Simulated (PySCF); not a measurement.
CH4N, SMILES [CH2]N, multiplicity 2. Atoms are numbered in the order given.

```xyz
6

C     -0.7231     0.0781     0.0000
N      0.6518    -0.0952     0.0000
H     -1.2397    -0.1162    -0.9302
H     -1.2397    -0.1162     0.9302
H      1.1277     0.2151     0.8326
H      1.1277     0.2151    -0.8326
```
Charge 0, spin multiplicity 2.

Geometry optimised at PBE0-D3(BJ)/def2-TZVP. The isomer is the one that the SMILES or the coordinates give; other isomers of the formula were not compared.

All values below come from TDA-B3LYP/def2-TZVPD in PySCF.

Vertical excitations. 

Computed UV-visible absorptions:
```csv
state,energy (eV),λ (nm),f,main pairs
root 1,3.09,401,0.001,α HOMO→LUMO 99 %
root 2,4.03,308,0.021,α HOMO→LUMO+1 99 %
root 3,4.49,276,0.001,α HOMO→LUMO+2 99 %
root 4,5.76,215,0.047,α HOMO→LUMO+3 94 %
root 5,5.85,212,0.002,α HOMO→LUMO+4 99 %
root 6,5.99,207,0.062,"α HOMO→LUMO+5 81 %, β HOMO→LUMO 14 %"
root 7,6.56,189,0.027,α HOMO→LUMO+6 92 %
root 8,6.71,185,0.043,"α HOMO→LUMO+5 15 %, α HOMO→LUMO+6 6 %, β HOMO→LUMO 71 %"
root 9,7.09,175,0.010,α HOMO→LUMO+7 99 %
root 10,7.21,172,0.029,β HOMO→LUMO+1 95 %
```
Unrestricted roots are not spin-pure.
